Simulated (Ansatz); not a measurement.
Consider the redistribution: `[F][Al]([Br])[Br]` + `[SH][K]` → `[F][Al]([SH])[Br]` + `[K][Br]`.

Computed with Ansatz on PBE0-D4/def2-TZVP structures; ΔE is electronic, products minus reactants. CCSD(T)/CBS adds triple-zeta CCSD(T) − MP2 to the extrapolated MP2 energy (def2 sets, frozen cores). DFT in def2-TZVPP. For Br, K outer-core shells are correlated without core-valence functions, which leaves a few kJ/mol of doubt a bond. Scalar relativity is left out up to krypton. Each species was taken in one conformer, which may not be the lowest.

`[F][Al]([Br])[Br]`:

Z-matrix (Å, degrees):
```
Al
F 1 1.634
Br 1 2.222 2 119.0
Br 1 2.222 2 119.0 3 180.0
```

`[SH][K]`:

Cartesian coordinates in Å:
```
S -0.262 0.244 0.934
K 1.449 -0.917 -0.992
H -1.187 0.673 0.058
```

`[F][Al]([SH])[Br]`:

Z-matrix (Å, degrees):
```
Al
F 1 1.638
Br 1 2.234 2 119.2
S 1 2.156 2 118.1 3 -180.0
H 4 1.345 1 91.8 2 180.0
```

`[K][Br]`:

Z-matrix (Å, degrees):
```
K
Br 1 2.848
```

| level | ΔE (eV) |
| --- | --- |
| r2SCAN-D4 | -0.76 |
| PBE-QIDH | -0.76 |
| BHLYP | -0.78 |
| MP2/def2-TZVPP | -0.72 |

Question: What does CCSD(T)/CBS give? (Best estimate.)

Answer: Computed: -0.66 eV. The listed levels differ from it by -0.10, -0.10, -0.12, -0.06 eV.

Largest T1 diagnostic among the species: 0.010.

At CCSD(T), def2-SVP lies −0.18 eV from the extrapolated value and def2-TZVPP −0.06 eV. Leaving LDA and LC-ωPBE aside and taking each functional with its dispersion term where it has one, the values, not all of them listed here, spread over 0.09 eV, from BHLYP-D4 to BLYP-D4.
